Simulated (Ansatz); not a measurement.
Computed with Ansatz on PBE0-D4/def2-TZVP structures; ΔE is electronic, products minus reactants. CBS: MP2 limit from def2 TZ/QZ plus the TZ coupled-cluster correction, frozen cores. Functionals use def2-TZVPP. B3LYP here is the variant with VWN-RPA as its local correlation; programs differ in this. One conformer a species, not always the lowest.

`CS[SiH2]O[SiH3]` + `N=C(N)S` → `CSC(=N)N` + `[SiH3]O[SiH2]S`  (substitution at a C–S bond)

```tsv
level	ΔE (kJ/mol)	difference from CCSD(T)/CBS
r2SCAN-D4	-8.6	-1.9
PBE0-D4	-6.7	0.0
B3LYP-D4	-5.7	1.0
ωB97X-V	-7.1	-0.4
ωB97M-V	-7.0	-0.3
B2PLYP	-8.0	-1.3
r2SCAN	-9.1	-2.4
PBE0	-8.0	-1.3
B3LYP	-7.9	-1.2
HF/def2-TZVPP	-7.8	-1.1
CCSD(T)/def2-TZVPP	-7.2	-0.5
HF/def2-QZVPP	-7.8	-1.1
SCS-MP2/def2-QZVPP	-7.0	-0.3
HF/CBS(def2)	-7.7	-1.0
MP2/CBS(def2)	-7.5	-0.8
CCSD/CBS(def2)	-6.7	0.0
CCSD(T)/CBS	-6.7	0
```

Largest T1 diagnostic among the species: 0.014.
